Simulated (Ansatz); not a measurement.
Compare A (`[CH3][AlH][O][SiH2]O`) with its isomer B (`[CH3][Al]([OH])[SiH2]O`).

Isolated molecules relaxed with PBE0-D4/def2-TZVP in Ansatz; ΔE leaves out vibrations. CCSD(T)/CBS is the MP2 limit (def2-TZVPP, def2-QZVPP) plus CCSD(T) − MP2 in def2-TZVPP, frozen cores. Functionals use def2-TZVPP. B3LYP here is the variant with VWN-RPA as its local correlation; programs differ in this. One conformer a species, not always the lowest.

Problem. Which isomer does CCSD(T)/CBS put lower? Give the gap. (An estimate is asked.)

Solution. The calculation gave: A, by 146.7 kJ/mol.

Problem. Give E(B) − E(A) in kJ/mol with ωB97M-V, r2SCAN-D4, B3LYP, PBE0-D4, HF/def2-TZVPP, MP2/def2-TZVPP, PBE-D4. (Estimate.)

Solution. Computed: ωB97M-V 151.7, r2SCAN-D4 141.9, B3LYP 145.4, PBE0-D4 129.4, HF/def2-TZVPP 176.1, MP2/def2-TZVPP 155.7, PBE-D4 117.5. None reverses the order clearly.

Largest T1 diagnostic: 0.012.

From PBE to PBE0 (25 % exact exchange), in def2-TZVPP and without D4, E(B) − E(A) moves by +12.0 kJ/mol. In def2-TZVPP, CCSD(T) changes the Hartree–Fock value by −28.5 kJ/mol (the triples alone add −4.0 kJ/mol) and MP2 by −20.4 kJ/mol.
